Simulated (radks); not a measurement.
Values are calculated unless marked as measured or tabulated.
Question: Ionisation ladder of manganese, from Mn XXIII to Mn XXV. Each ion is in the ground configuration listed by NIST, and IE = E(next ion) - E(this ion), with E = 0 for the bare nucleus. Level of theory: Dirac Kohn-Sham, PBE, spin-unpolarised, spherical densities, finite nucleus; Fermi nuclear charge, rms radius 3.7057 fm (a radial shooting solver on a logarithmic mesh with Libxc functionals).

| species | configuration | IE, Delta-SCF (eV) | <r> HOMO (bohr) |
|---|---|---|---|
| Mn XXIII | [He] 2s1 | 1876.8 | 0.250 |
| Mn XXIV | [He] | 8180.7 | 0.0603 |
| Mn XXV | 1s1 | ? | 0.0595 |

Estimate the withheld Delta-SCF values.

Answer: Mn XXV: 8536.0 eV (NIST 8572.0).

Beside tabulated values, note that spin-unpolarised runs miss the spin-polarisation part of the exchange energy of open shells.
